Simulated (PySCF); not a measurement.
System (SMILES): C=C(F)F.
Geometry (B3LYP-D3(BJ)/def2-TZVP, fixed):
```
C
C 1 1.3156
F 1 1.3225 2 125.22
F 1 1.3225 2 125.22 3 -180.00
H 2 1.0775 1 119.81 3 0.00
H 2 1.0775 5 120.39 1 180.00
```
Charge 0, spin multiplicity 1.

Basis-set convergence of the lowest singlet excitation energy at CAM-B3LYP with PySCF. Tamm-Dancoff approximation; the state is taken by its order, and sets in which it differs in degeneracy or brightness are left out, yet its character can still change. All functions are spherical. Density fitting with generated auxiliary sets. In sets without p functions on hydrogen, species with hydrogen take exact integrals. No added dispersion term, no relativity. Reference: the value in aug-pcseg-2, 6.767 eV, itself unsure by roughly 0.002 eV (its distance from aug-cc-pVTZ).

| basis | functions | lowest singlet excitation energy (eV) |
|---|---|---|
| pcseg-1 | 66 | [?] |
| 6-31+G* | 76 | 7.011 |
| 6-311G** | 84 | 8.298 |
| def2-SVPD | 102 | [?] |
| aug-cc-pVDZ | 110 | 6.767 |
| aug-pcseg-1 | 110 | [?] |
| def2-TZVP | 136 | 8.216 |
| d-aug-cc-pVDZ | 154 | 6.730 |
| def2-TZVPD | 172 | 6.955 |
| def2-TZVPPD | 188 | 6.953 |
| aug-cc-pVTZ | 230 | 6.769 |
| aug-pcseg-2 | 230 | 6.767 |
| cc-pVQZ | 280 | [?] |

Some entries are withheld; supply them.


- pcseg-1, lowest singlet excitation energy (eV): 8.406
- def2-SVPD, lowest singlet excitation energy (eV): 7.310
- aug-pcseg-1, lowest singlet excitation energy (eV): 6.780
- cc-pVQZ, lowest singlet excitation energy (eV): 7.820
